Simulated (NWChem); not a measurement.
Everything below was run with NWChem. System: H4GaP, charge 1, spin multiplicity 2, at the geometry of a parent with another charge or spin, in a state set for the comparison that need not be this species' ground state. Its SCF solution wasn't tested for a lower state. Level: UPBE/3-21G.

Input file:

```
start mol
memory heap 200 mb stack 900 mb global 1100 mb
charge 1
geometry units angstroms nocenter noautoz
  Ga     0.178743     0.747834     0.000000
  H      0.398920     1.488947    -1.370964
  H      0.398920     1.488947     1.370964
  P     -0.260101    -1.542962     0.000000
  H     -1.218672    -1.508160    -1.057614
  H     -1.218672    -1.508160     1.057614
  symmetry group Cs
end
basis spherical
  * library 3-21g
end
dft
  xc xpbe96 cpbe96
  odft
  mult 2
  semidirect memsize 60000000 filesize 0
  iterations 100
end
task dft energy
```

Output (cleaned and shortened):

```
             Northwest Computational Chemistry Package (NWChem) 7.3.0
             --------------------------------------------------------

                                NWChem Input Module
                                -------------------

 Scaling coordinates for geometry "geometry" by  1.889725989
 (inverse scale =  0.529177249)

 Turning off AUTOSYM since
 SYMMETRY directive was detected!

                             Geometry "geometry" -> ""
                             -------------------------

 Output coordinates in angstroms (scale by  1.889725989 to convert to a.u.)

  No.       Tag          Charge          X              Y              Z
 ---- ---------------- ---------- -------------- -------------- --------------
    1 Ga                  31.0000     0.17874300     0.74783400     0.00000000
    2 H                    1.0000     0.39892000     1.48894700    -1.37096400
    3 H                    1.0000     0.39892000     1.48894700     1.37096400
    4 P                   15.0000    -0.26010100    -1.54296200     0.00000000
    5 H                    1.0000    -1.21867200    -1.50816000    -1.05761400
    6 H                    1.0000    -1.21867200    -1.50816000     1.05761400

 Effective nuclear repulsion energy (a.u.)     154.6318428266

            Nuclear Dipole moment (a.u.)
            ----------------------------
        X                 Y               Z
 ---------------- ---------------- ----------------
     0.0000264562    -0.0000037795     0.0000000000

      Symmetry information
      --------------------

 Group name             Cs
 Group number              2
 Group order               2
 No. of unique centers     4

      Symmetry unique atoms

     1    2    4    5


 Summary of "ao basis" -> "" (spherical)
 ------------------------------------------------------------------------------
       Tag                 Description            Shells   Functions and Types
 ---------------- ------------------------------  ------  ---------------------
 *                           3-21g                    on all atoms

  pbe96 is a nonlocal functional; adding pw91lda local functional.

                                 NWChem DFT Module
                                 -----------------

 Summary of "ao basis" -> "ao basis" (spherical)
 ------------------------------------------------------------------------------
       Tag                 Description            Shells   Functions and Types
 ---------------- ------------------------------  ------  ---------------------
 Ga                          3-21g                  10       22   5s4p1d
 H                           3-21g                   2        2   2s
 P                           3-21g                   7       13   4s3p

 Summary of "ao basis" -> "ao basis" (spherical)
 ------------------------------------------------------------------------------
       Tag                 Description            Shells   Functions and Types
 ---------------- ------------------------------  ------  ---------------------
 Ga                          3-21g                  10       22   5s4p1d
 H                           3-21g                   2        2   2s
 P                           3-21g                   7       13   4s3p

      Symmetry analysis of basis
      --------------------------

        a'         30
        a"         13

            General Information
            -------------------
          SCF calculation type: DFT
          Wavefunction type:  spin polarized.
[...]
                     -----------------------------------------

 Vector   22  Occ=1.000000D+00  E=-6.040536D-01  Symmetry=a"
              MO Center= -7.7D-01, -1.5D+00,  1.6D-12, r^2= 1.9D+00
   Bfn.  Coefficient  Atom+Function         Bfn.  Coefficient  Atom+Function
  ----- ------------  ---------------      ----- ------------  ---------------
    35      0.413428  4 P  pz                41     -0.266094  5 H  s
    43      0.266094  6 H  s                 40     -0.224402  5 H  s
    42      0.224402  6 H  s                 31     -0.203516  4 P  pz
    39      0.179697  4 P  pz                13      0.080490  1 Ga pz
    19      0.034942  1 Ga d -1               9     -0.033668  1 Ga pz

 Vector   23  Occ=1.000000D+00  E=-5.187401D-01  Symmetry=a'
              MO Center= -2.3D-02, -6.1D-01, -1.4D-13, r^2= 3.5D+00
   Bfn.  Coefficient  Atom+Function         Bfn.  Coefficient  Atom+Function
  ----- ------------  ---------------      ----- ------------  ---------------
    33      0.362652  4 P  px                36      0.336955  4 P  s
    37      0.272116  4 P  px                12     -0.234773  1 Ga py
    32      0.181563  4 P  s                 29     -0.180304  4 P  px
    41     -0.153781  5 H  s                 43     -0.153781  6 H  s
    28     -0.150184  4 P  s                 10     -0.144292  1 Ga s

 Vector   24  Occ=1.000000D+00  E=-4.733112D-01  Symmetry=a"
              MO Center=  2.9D-01,  1.2D+00, -1.3D-14, r^2= 2.7D+00
   Bfn.  Coefficient  Atom+Function         Bfn.  Coefficient  Atom+Function
  ----- ------------  ---------------      ----- ------------  ---------------
    13      0.419275  1 Ga pz                24     -0.261182  2 H  s
    26      0.261182  3 H  s                 23     -0.217146  2 H  s
    25      0.217146  3 H  s                  9     -0.185926  1 Ga pz
    19     -0.120676  1 Ga d -1              17      0.102947  1 Ga pz
    41      0.069989  5 H  s                 43     -0.069989  6 H  s

 Vector   25  Occ=0.000000D+00  E=-4.539353D-01  Symmetry=a'
              MO Center= -4.8D-02, -1.1D+00, -1.4D-15, r^2= 3.4D+00
   Bfn.  Coefficient  Atom+Function         Bfn.  Coefficient  Atom+Function
  ----- ------------  ---------------      ----- ------------  ---------------
    34      0.413556  4 P  py                38      0.373584  4 P  py
    12     -0.240860  1 Ga py                36     -0.209612  4 P  s
    30     -0.203425  4 P  py                37     -0.183103  4 P  px
    32     -0.161395  4 P  s                 33     -0.159124  4 P  px
    11     -0.135194  1 Ga px                24     -0.118576  2 H  s

 Vector   26  Occ=0.000000D+00  E=-2.875659D-01  Symmetry=a'
              MO Center=  3.2D-02,  6.3D-01,  3.1D-15, r^2= 3.5D+00
   Bfn.  Coefficient  Atom+Function         Bfn.  Coefficient  Atom+Function
  ----- ------------  ---------------      ----- ------------  ---------------
    11      0.656569  1 Ga px                15      0.426040  1 Ga px
     7     -0.236906  1 Ga px                36     -0.192464  4 P  s
    41      0.180044  5 H  s                 43      0.180044  6 H  s
    38      0.137287  4 P  py                12     -0.115057  1 Ga py
    34      0.109863  4 P  py                14     -0.089097  1 Ga s

 Vector   27  Occ=0.000000D+00  E=-2.134273D-01  Symmetry=a'
              MO Center=  9.6D-02, -2.3D-02, -9.3D-14, r^2= 4.8D+00
   Bfn.  Coefficient  Atom+Function         Bfn.  Coefficient  Atom+Function
  ----- ------------  ---------------      ----- ------------  ---------------
    36     -0.857964  4 P  s                 14      0.840322  1 Ga s
    38     -0.663028  4 P  py                16     -0.622651  1 Ga py
    10      0.531289  1 Ga s                 12     -0.355660  1 Ga py
    24     -0.348508  2 H  s                 26     -0.348508  3 H  s
    34     -0.297704  4 P  py                32     -0.200250  4 P  s

   alpha - beta orbital overlaps
   -----------------------------

   alpha      1      2      3      4      5      6      7      8      9     10
    beta      1      2      3      4      5      6      7      8      9     10
 overlap   1.000  1.000  1.000  0.962  0.962  1.000  1.000  1.000  0.991  1.000

   alpha     11     12     13     14     15     16     17     18     19     20
    beta     11     12     13     14     15     16     17     18     20     19
 overlap   0.991  0.991  0.991  1.000  0.987  1.000  0.988  0.989  0.969  1.000

   alpha     21     22     23     24     25     26     27     28     29     30
    beta     21     22     23     25     24     26     27     28     29     30
 overlap   0.996  1.000  0.953  0.949  1.000  0.996  0.989  0.999  0.992  0.999

   alpha     31     32     33     34     35     36     37     38     39     40
    beta     31     32     33     34     35     36     37     38     39     40
 overlap   0.999  0.999  1.000  1.000  0.999  0.834  0.834  1.000  1.000  1.000

   alpha     41     42     43
    beta     41     42     43
 overlap   1.000  1.000  1.000

     --------------------------
     Expectation value of S2:
     --------------------------
      <S2> =      0.7521 (Exact =     0.7500)

 center of mass
 --------------
 x =   0.04748095 y =   0.06754672 z =   0.00000000

 moments of inertia (a.u.)
 ------------------
         454.421246218569         -94.463378574933           0.000000000000
         -94.463378574933          48.528557781132           0.000000000000
           0.000000000000           0.000000000000         459.789210599771

     Multipole analysis of the density
     ---------------------------------

     L   x y z        total         alpha         beta         nuclear
     -   - - -        -----         -----         ----         -------
     0   0 0 0      1.000000    -25.000000    -24.000000     50.000000

     1   1 0 0     -0.590437     -0.280390     -0.310074      0.000026
     1   0 1 0     -0.862360      0.705246     -1.567602     -0.000004
     1   0 0 1      0.000000      0.000000      0.000000      0.000000

     2   2 0 0    -18.949776    -19.640606    -18.213691     18.904522
     2   1 1 0      2.244876    -26.026676    -25.392647     53.664199
     2   1 0 1     -0.000000     -0.000000      0.000000      0.000000
     2   0 2 0    -14.844909   -124.838270   -111.523050    221.516412
     2   0 1 1      0.000000      0.000000      0.000000      0.000000
     2   0 0 2    -21.380538    -22.183639    -20.609641     21.412742

 Task  times  cpu:        2.9s     wall:        2.9s

 Total times  cpu:        2.9s     wall:        2.9s
```
